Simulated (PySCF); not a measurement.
Stepwise substitution at one centre (In H-NH2). All species are isolated molecules in the gas phase. One relaxed conformer stands for each flexible species; it need not be the lowest. Strings in code marks are SMILES.

The S1–T1 gap (TDA) from two functionals at the same geometries (r2SCAN-D4/def2-TZVP), both in PySCF: PBE-D3(BJ)/def2-TZVP and r2SCAN-D4/def2-TZVP. Excitations are Tamm–Dancoff values on a coarser integration grid. The basis has no diffuse functions, so Rydberg states are missing or too high.

```json
[
 {"species": "1 of 3 H replaced by NH2 (`[NH2][InH2]`)", "r2SCAN-D4/def2-TZVP (eV)": "1.40"},
 {"species": "2 of 3 H replaced by NH2", "r2SCAN-D4/def2-TZVP (eV)": "0.68"},
 {"species": "3 of 3 H replaced by NH2 (`[NH2][In]([NH2])[NH2]`)", "r2SCAN-D4/def2-TZVP (eV)": "0.70"}
]
```

Task: What does PBE-D3(BJ)/def2-TZVP give for each?

Result: 
- 1 of 3 H replaced by NH2 (`[NH2][InH2]`): 1.37
- 2 of 3 H replaced by NH2: 0.48
- 3 of 3 H replaced by NH2 (`[NH2][In]([NH2])[NH2]`): 0.53
Over these rows, drawn at random from the members with no instability flagged (it was tested for open shells, ions and some series alone), PBE minus r2SCAN-D4: mean -0.14 eV, from -0.20 eV to -0.03 eV.
